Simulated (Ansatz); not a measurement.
Basis-set extrapolation for `[OH][AlH][O]CF` (PBE0-D4/def2-TZVP geometry, frozen core, Ansatz 0.2.0). Multiplicity 1, RHF reference.

```tsv
	def2-TZVPP	def2-QZVPP
HF	-531.528535	-531.549595
MP2 correlation	-0.970582	-1.051385
CCSD(T) correlation	-1.023866	not run
```

Energies in hartree. Use E(X) = E(∞) + A·exp(−7.88·√X) for Hartree–Fock and E(X) = E(∞) + B·X^(−2.97) for correlation, with X = 3 and 4, and add CCSD(T) minus MP2 of the smaller set to the MP2 limit.

**Question.** What is the CCSD(T) energy at the basis-set limit?

**Answer.** HF limit: -531.549595 + (-0.021060) × 0.13774 = -531.55250. MP2 limit: -1.051385 + (-0.080803) × 0.74074 = -1.11124. Higher-order term: -1.023866 − (-0.970582) = -0.05328. Total: -532.71702 hartree, 4.48 eV below CCSD(T)/def2-TZVPP.
